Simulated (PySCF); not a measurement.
Cartesian coordinates (Å):
```xyz
1

Br     0.0000     0.0000     0.0000
```
Charge 0, spin multiplicity 2.

### Question
Estimate the total energy, dipole moment and highest occupied spin orbital that PBE-D3(BJ)/def2-TZVP run with PySCF returns for this input.

### Answer

| Quantity | Value |
|---|---|
| total energy | -70034.51 eV |
| dipole moment | 0.000 e·Å |
| highest occupied spin orbital | -7.43 eV |
